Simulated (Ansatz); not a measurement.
Geometry optimisation, RKS PBE/def2-SVP in Ansatz.

Input file:

```yaml
crystal:
  periodic: [false, false, false]
  atoms:
    - { symbol: "N", position_ang: [-0.6715, 1.4146, -0.5913] }
    - { symbol: Si, position_ang: [-0.6318, -0.3216, -0.4333] }
    - { symbol: "N", position_ang: [0.9417, -0.888, -0.9996] }
    - { symbol: Zn, position_ang: [-0.8577, -0.8904, 2.0065] }
    - { symbol: O, position_ang: [0.8754, 0.0076, 2.3194] }
    - { symbol: H, position_ang: [-1.6424, 1.7672, -0.2108] }
    - { symbol: H, position_ang: [0.0413, 1.8626, 0.0259] }
    - { symbol: H, position_ang: [-1.6422, -0.9277, -1.2529] }
    - { symbol: H, position_ang: [1.0383, -0.659, -1.9642] }
    - { symbol: H, position_ang: [0.9727, -1.9286, -0.8717] }
    - { symbol: H, position_ang: [1.6415, 0.5063, 1.9927] }
basis:
  gaussian: { orbitals: def2-SVP }
hamiltonian:
  xc: pbe
relax:
  f_tol: 0.015
  max_steps: 40
```

Command:

```bash
$ ansatz run input.yaml --threads 2 --pin off --max-ram 3072MiB --backend cpu --events-out ev --progress --plain --runs-dir out
```

Where does it end, and by what steps?

The forces met the threshold. After 19 steps the energy has fallen by 1.883 eV; H11 moved furthest, 1.86 Å.

```tsv
step	energy less start (eV)	largest force component (eV/Å)	accepted
0	0.0000	2.056	yes
1	-0.5417	1.552	yes
2	-0.8375	2.831	yes
3	-1.0944	1.729	yes
4	-1.2983	0.439	yes
5	-1.4100	0.370	yes
6	-1.5012	0.302	yes
7	-1.5900	0.482	yes
8	-1.6783	0.559	yes
9	-1.7507	0.533	yes
10	-1.7985	0.554	yes
11	-1.8628	0.107	yes
12	-1.8772	0.267	yes
13	-1.8038	0.593	no
14	-1.8809	0.111	yes
15	-1.8698	0.203	no
16	-1.8823	0.036	yes
17	-1.8807	0.118	no
18	-1.8829	0.016	yes
19	-1.8829	0.004	yes
```

```xyz
11
Properties=species:S:1:pos:R:3
N -0.894 1.402 -1.089
Si -0.515 -0.177 -0.428
N 0.746 -0.823 -1.454
Zn 0.310 -0.332 1.786
O 0.760 -0.454 3.526
H -1.834 1.774 -0.928
H -0.199 2.150 -1.034
H -1.875 -0.854 -0.490
H 0.553 -0.930 -2.455
H 1.324 -1.596 -1.114
H 1.689 -0.217 3.701
```

Whether the end is a true minimum wasn't checked by a vibrational analysis.

The run took 49 s on 2 threads of Arm Neoverse V2, with other jobs on the host, peak memory 0.17 GiB.
